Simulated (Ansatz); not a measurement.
Relaxation of CH5NOSn (9 atoms, charge 0, multiplicity 1), to a largest force component of 0.02 eV/Å in at most 50 steps.

Level of theory: Ansatz 0.2.0, RKS PBE0-D4/def2-SVP.

```xyz
9
Properties=species:S:1:pos:R:3
N -0.328 1.717 -0.708
Sn -0.098 0.316 0.723
C 0.386 -1.579 -0.073
O -0.851 -1.411 0.041
H 0.259 1.512 -1.531
H -0.024 2.676 -0.319
H -1.804 -1.552 0.271
H 0.788 -1.586 -1.124
H 0.806 -2.309 0.709
```

Task: Where does it end, and by what steps?

Result: It converged. The force dipped under the threshold on the way, but the program's further checks kept it going. After 29 steps the energy has fallen by 3.146 eV; H7 moved furthest, 1.11 Å. The start is strongly strained (largest force component 13 eV/Å), so its close contacts needn't be bonds. Parted: Sn2–O4.

```json
{"step": "0", "energy less start (eV)": "0.0000", "largest force component (eV/Å)": "12.923", "accepted": "yes"}
{"step": "2", "energy less start (eV)": "-2.3623", "largest force component (eV/Å)": "2.060", "accepted": "yes"}
{"step": "4", "energy less start (eV)": "-2.9571", "largest force component (eV/Å)": "0.790", "accepted": "yes"}
{"step": "6", "energy less start (eV)": "-3.0580", "largest force component (eV/Å)": "0.589", "accepted": "yes"}
{"step": "8", "energy less start (eV)": "-3.0998", "largest force component (eV/Å)": "0.534", "accepted": "yes"}
{"step": "10", "energy less start (eV)": "-3.1231", "largest force component (eV/Å)": "0.336", "accepted": "yes"}
{"step": "12", "energy less start (eV)": "-3.1422", "largest force component (eV/Å)": "0.044", "accepted": "yes"}
{"step": "14", "energy less start (eV)": "-3.1442", "largest force component (eV/Å)": "0.044", "accepted": "yes"}
{"step": "16", "energy less start (eV)": "-3.1446", "largest force component (eV/Å)": "0.012", "accepted": "yes"}
{"step": "18", "energy less start (eV)": "-3.1451", "largest force component (eV/Å)": "0.064", "accepted": "yes"}
{"step": "20", "energy less start (eV)": "-3.1456", "largest force component (eV/Å)": "0.058", "accepted": "yes"}
{"step": "22", "energy less start (eV)": "-3.1459", "largest force component (eV/Å)": "0.066", "accepted": "yes"}
{"step": "24", "energy less start (eV)": "-3.1461", "largest force component (eV/Å)": "0.034", "accepted": "yes"}
{"step": "26", "energy less start (eV)": "-3.1462", "largest force component (eV/Å)": "0.034", "accepted": "yes"}
{"step": "28", "energy less start (eV)": "-3.1463", "largest force component (eV/Å)": "0.024", "accepted": "yes"}
{"step": "29", "energy less start (eV)": "-3.1463", "largest force component (eV/Å)": "0.018", "accepted": "yes"}
```

```xyz
9
Properties=species:S:1:pos:R:3
N 0.225 1.730 -0.597
Sn 0.098 0.660 1.123
C 0.058 -1.291 0.041
O -1.285 -1.668 0.282
H 0.245 1.329 -1.531
H 0.178 2.743 -0.640
H -1.450 -2.535 -0.103
H 0.280 -1.167 -1.039
H 0.785 -2.018 0.453
```

Time of the run: 66 s on 2 threads of Arm Neoverse V2, with other jobs on the host, peak memory 0.2 GiB.
